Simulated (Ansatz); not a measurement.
Reaction (ligand exchange at the Al–C bond): `[CH3][Al]([NH2])[C](=N)F` + HCl → `[CH3][Al]([NH2])[Cl]` + `N=CF`

Calculated with Ansatz (gas phase, PBE0-D4/def2-TZVP geometries, no zero-point term in ΔE). CBS: MP2 limit from def2 TZ/QZ plus the TZ coupled-cluster correction, frozen cores. This one scheme is used for every species. DFT in def2-TZVPP. One conformer a species, not always the lowest.

CCSD(T)/CBS gives -1.61 eV.

Task: Another level gave -1.62 eV. Which?
A. CAM-B3LYP/def2-TZVPP
B. r2SCAN0/def2-TZVPP
C. r2SCANh-D4/def2-TZVPP
D. HF/def2-TZVPP

Result: A. CAM-B3LYP -1.62, r2SCAN0 -1.70, HF/def2-TZVPP -1.84, r2SCANh-D4 -1.66 eV.

Largest T1 diagnostic among the species: 0.013.

In def2-TZVPP, CCSD(T) changes the Hartree–Fock value by +0.25 eV (the triples alone add +0.04 eV) and MP2 by +0.18 eV. From PBE to PBE0 (25 % exact exchange), in def2-TZVPP and without D4, ΔE moves by −0.10 eV.
